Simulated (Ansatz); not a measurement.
Reaction (atomization): `N[SiH](O)[SiH3]` → 7 H• + N• + O• + 2 Si•

Calculated with Ansatz (gas phase, PBE0-D4/def2-TZVP geometries, no zero-point term in ΔE). CCSD(T)/CBS is the MP2 limit (def2-TZVPP, def2-QZVPP) plus CCSD(T) − MP2 in def2-TZVPP, frozen cores. This one scheme is used for every species, atoms too. For atomizations the MP2-based limit and the directly extrapolated one differ by several kJ/mol either way, and by 10 to 25 for some Ge, Se and Sn compounds, so smaller differences from it don't rank the levels. Functionals use def2-TZVPP. No spin–orbit coupling; open shells (•) take unrestricted orbitals. Spin–orbit coupling would lower the free atoms: a little for O, Si. One conformer a species, not always the lowest.

Question: What is ΔE at CCSD(T)/CBS? (Estimate.)

Answer: Ansatz gave: +3654.8 kJ/mol.

Question: What do these levels give: r2SCAN0-D4, ωB97X-V, ωB97M-V, PBE0, CAM-B3LYP, MP2/def2-SVP, CCSD/def2-SVP, MP2/def2-TZVPP, SCS-MP2/def2-TZVPP, CCSD/def2-TZVPP, CCSD(T)/def2-TZVPP, SCS-MP2/def2-QZVPP? (Estimate.)

Answer: Computed: r2SCAN0-D4 3576.8, ωB97X-V 3667.0, ωB97M-V 3650.4, PBE0 3576.6, CAM-B3LYP 3643.3, MP2/def2-SVP 3346.4, CCSD/def2-SVP 3309.6, MP2/def2-TZVPP 3558.1, SCS-MP2/def2-TZVPP 3584.2, CCSD/def2-TZVPP 3496.9, CCSD(T)/def2-TZVPP 3540.1, SCS-MP2/def2-QZVPP 3662.5 kJ/mol.

Largest T1 diagnostic among the species: 0.012.

At CCSD(T), def2-SVP lies −317.2 kJ/mol from the extrapolated value and def2-TZVPP −114.7 kJ/mol: correlation converges slowly with the basis, and small sets miss more of it in the bonded molecule than in its fragments. The D4 term adds +35.1 kJ/mol with B3LYP and +18.5 kJ/mol with PBE0; it sums over pairs of atoms, weighted by their polarisabilities, and B3LYP, whose exchange is more repulsive, gets the larger term. From r2SCAN to r2SCAN0 (25 % exact exchange), in def2-TZVPP and without D4, ΔE moves by −51.3 kJ/mol: exact exchange takes away binding that semilocal exchange gives to molecules.

B3LYP here is the variant with VWN-RPA as its local correlation; programs differ in this.
